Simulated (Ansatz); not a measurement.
The cluster Cu₂H₂. Total charge 0; singlet. Geometry PBE0-D4/def2-TZVP.

Cartesian coordinates in Å:
```
Cu 0.355 0.381 -0.341
Cu -1.075 -1.075 0.904
H 0.351 1.166 -1.647
H 0.369 -0.472 1.084
```

The 6-31G sets use Cartesian d functions. The structure comes from a short search, and lower isomers may exist.

Task: Estimate the orbital energies around the gap (eV) in Ansatz with HF/6-31G, PBE-D4/def2-SVP, r2SCAN-D4/def2-TZVPD, PBE0-D4/def2-SVP, PBE0-D4/def2-TZVPD.

Result: 
```csv
orbital,HF/6-31G,PBE-D4/def2-SVP,r2SCAN-D4/def2-TZVPD,PBE0-D4/def2-SVP,PBE0-D4/def2-TZVPD
HOMO−13,-89.00,-71.56,-74.31,-76.22,-76.69
HOMO−12,-88.94,-71.36,-74.16,-76.08,-76.57
HOMO−11,-14.11,-9.58,-10.35,-10.94,-11.46
HOMO−10,-12.97,-6.55,-7.36,-8.65,-9.30
HOMO−9,-12.94,-6.43,-7.12,-8.46,-9.14
HOMO−8,-12.80,-6.18,-7.11,-8.26,-8.96
HOMO−7,-12.80,-5.96,-6.89,-8.25,-8.95
HOMO−6,-11.72,-5.86,-6.87,-8.04,-8.62
HOMO−5,-11.61,-5.81,-6.56,-7.36,-7.86
HOMO−4,-11.47,-5.36,-6.05,-7.21,-7.73
HOMO−3,-11.46,-5.27,-5.99,-7.20,-7.72
HOMO−2,-11.15,-5.09,-5.82,-7.07,-7.62
HOMO−1,-9.80,-5.07,-5.80,-6.99,-7.51
HOMO,-7.77,-4.71,-5.21,-5.69,-6.07
LUMO,-0.21,-3.40,-3.56,-2.55,-2.95
LUMO+1,1.30,-0.36,-1.31,0.60,-0.92
LUMO+2,1.61,0.18,-1.25,1.22,-0.81
LUMO+3,3.14,0.74,0.25,1.44,0.57
LUMO+4,3.44,1.73,0.96,2.39,1.10
LUMO+5,4.49,2.21,1.39,3.34,1.33
```
